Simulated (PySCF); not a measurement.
# Radial density of Sb²⁺ (antimony, charge +2)

UHF, [Kr] 4d10 5s2 5p1, 2P determinant. Computed with PySCF 2.14 in dyall-av2z (22s16p12d, 130 functions), with the non-relativistic Hamiltonian (point nucleus).

| r (bohr) | 4πr²ρ (e/bohr) | 4πr²(ρα − ρβ) |
| --- | --- | --- |
| 0.000533 | 0.3156 | 0.0000 |
| 0.000896 | 0.8604 | 0.0000 |
| 0.00151 | 2.287 | 0.0000 |
| 0.00254 | 5.827 | 0.0000 |
| 0.00426 | 13.82 | 0.0000 |
| 0.00717 | 29.11 | 0.0000 |
| 0.0121 | 50.33 | 0.0004 |
| 0.0203 | 63.91 | 0.0024 |
| 0.0341 | 57.81 | 0.0094 |
| 0.0574 | 64.38 | 0.0195 |
| 0.0966 | 83.05 | 0.0063 |
| 0.162 | 59.97 | 0.0017 |
| 0.273 | 69.01 | 0.0343 |
| 0.460 | 26.71 | 0.0151 |
| 0.773 | 25.27 | 0.0586 |
| 1.30 | 9.324 | 0.0775 |
| 2.19 | 2.125 | 0.5397 |
| 3.68 | 0.3140 | 0.1476 |
| 6.19 | 0.005324 | 0.0044 |
| 10.4 | 8.037e-05 | 0.0001 |

A non-relativistic calculation at this Z misses sizeable relativistic shifts.
